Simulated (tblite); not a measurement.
Species: tert-butyl methyl sulfoxide, C5H12OS.
Atom-mapped SMILES: `[CH3:1][S@:2](=[O:3])[C:4]([CH3:5])([CH3:6])[CH3:7]` (hydrogens: H8, H9, H10 on C1; H11, H12, H13 on C5; H14, H15, H16 on C6; H17, H18, H19 on C7)

Computed with GFN2-xTB (tblite), gas phase: Langevin dynamics at 300 K from the optimised GFN2-xTB geometry, time step 0.5 fs, friction 0.01 fs⁻¹, 2000 steps. The instantaneous temperature is 2·E(kin)/(3Nk) with all 3N coordinates.

```csv
t (fs),T (K),E(pot) above start (eV),C1–S2 (Å),S2=O3 (Å),S2–C4 (Å),C4–C5 (Å),C4–C6 (Å),C1–H8 (Å),C1–S2–C4–C5 (°)
0,244,0.000,1.847,1.465,1.892,1.518,1.524,1.083,-65
25,172,0.436,1.888,1.449,1.847,1.545,1.527,1.095,-63
50,224,0.474,1.813,1.470,1.954,1.547,1.528,1.093,-53
75,188,0.550,1.916,1.499,1.804,1.498,1.538,1.103,-46
100,269,0.523,1.796,1.514,1.930,1.494,1.504,1.042,-53
125,362,0.483,1.881,1.479,1.844,1.551,1.486,1.122,-52
150,269,0.697,1.799,1.448,1.973,1.484,1.518,1.134,-51
175,318,0.606,1.901,1.408,1.977,1.519,1.581,1.041,-55
200,311,0.581,1.796,1.416,1.808,1.501,1.559,1.103,-59
225,267,0.796,1.889,1.466,1.934,1.555,1.529,1.146,-61
250,355,0.535,1.856,1.509,1.813,1.540,1.552,1.049,-72
275,308,0.565,1.862,1.490,2.002,1.487,1.541,1.050,-75
300,308,0.493,1.886,1.438,1.935,1.523,1.514,1.077,-73
325,216,0.826,1.854,1.398,1.835,1.572,1.526,1.127,-83
350,246,0.631,1.868,1.427,1.996,1.554,1.499,1.080,-87
375,286,0.632,1.836,1.507,1.816,1.515,1.537,1.076,-88
400,258,0.656,1.890,1.508,1.929,1.532,1.599,1.103,-87
425,236,0.660,1.831,1.485,1.897,1.487,1.544,1.093,-90
450,348,0.682,1.840,1.460,1.943,1.512,1.553,1.067,-90
475,342,0.652,1.860,1.431,1.939,1.510,1.552,1.057,-95
500,262,0.755,1.821,1.436,1.862,1.522,1.521,1.095,-91
525,259,0.779,1.899,1.457,1.937,1.498,1.516,1.106,-97
550,266,0.659,1.848,1.482,1.911,1.500,1.519,1.057,-98
575,267,0.667,1.891,1.478,1.932,1.563,1.471,1.053,-95
600,280,0.686,1.842,1.453,1.891,1.597,1.521,1.111,-95
625,248,0.676,1.822,1.435,1.860,1.504,1.547,1.109,-92
650,362,0.658,1.894,1.450,2.049,1.534,1.529,1.063,-82
675,294,0.816,1.833,1.505,1.880,1.595,1.521,1.130,-78
700,295,0.584,1.870,1.494,1.991,1.495,1.484,1.067,-73
725,285,0.680,1.841,1.472,1.866,1.499,1.618,1.071,-64
750,278,0.648,1.841,1.455,1.876,1.475,1.536,1.107,-65
775,271,0.535,1.859,1.487,1.907,1.546,1.476,1.079,-58
800,199,0.688,1.819,1.499,1.939,1.509,1.531,1.081,-48
825,254,0.474,1.866,1.464,1.926,1.539,1.511,1.079,-54
850,199,0.628,1.913,1.444,1.872,1.538,1.515,1.076,-57
875,258,0.616,1.859,1.447,1.899,1.562,1.572,1.090,-51
900,274,0.494,1.919,1.453,1.918,1.534,1.474,1.111,-55
925,231,0.554,1.793,1.474,1.940,1.591,1.517,1.083,-59
950,216,0.601,1.956,1.466,1.847,1.544,1.548,1.064,-60
975,283,0.619,1.794,1.466,1.917,1.516,1.513,1.123,-62
1000,300,0.564,1.944,1.465,1.851,1.552,1.528,1.082,-68
```

**Question.** From 500 fs on, how do temperature and potential energy compare with equipartition?

**Answer.** The mean temperature of these 21 frames is 266 K against the target 300 K, and the mean potential energy 0.64 eV against 51 × kT/2 = 0.66 eV for 51 classical harmonic modes. For 19 atoms in a canonical ensemble the temperature itself scatters by T·√(2/(3N)) = 56 K; here its standard deviation is 35 K. The whole run lasts only 10 friction times of 100 fs, so these averages carry a wide statistical error.

**Question.** What are the kinetic and total energies of the listed frame with the highest potential energy?

**Answer.** The one at 325 fs, 0.826 eV above the start. Its kinetic energy is 3NkT/2 = 0.530 eV at 216 K, so the sum is 1.36 eV; over the listed frames the sum runs from 0.60 to 1.55 eV, since the thermostat adds and removes energy.

**Question.** How much do the listed bonds fluctuate from 500 fs on?

**Answer.** 
```json
{"bond": "C1–S2", "at the start (Å)": "1.847", "mean (Å)": "1.863", "standard deviation (Å)": "0.044"}
{"bond": "S2=O3", "at the start (Å)": "1.465", "mean (Å)": "1.466", "standard deviation (Å)": "0.019"}
{"bond": "S2–C4", "at the start (Å)": "1.892", "mean (Å)": "1.908", "standard deviation (Å)": "0.047"}
{"bond": "C4–C5", "at the start (Å)": "1.518", "mean (Å)": "1.534", "standard deviation (Å)": "0.034"}
{"bond": "C4–C6", "at the start (Å)": "1.524", "mean (Å)": "1.522", "standard deviation (Å)": "0.033"}
{"bond": "C1–H8", "at the start (Å)": "1.083", "mean (Å)": "1.087", "standard deviation (Å)": "0.021"}
```

The motion is classical and holds no zero-point motion.

The cost below is that of the whole dynamics run. On one thread, Intel Xeon 6975P-C (x86_64), shared host, this took 10 s and 0.19 GiB of memory at its peak.
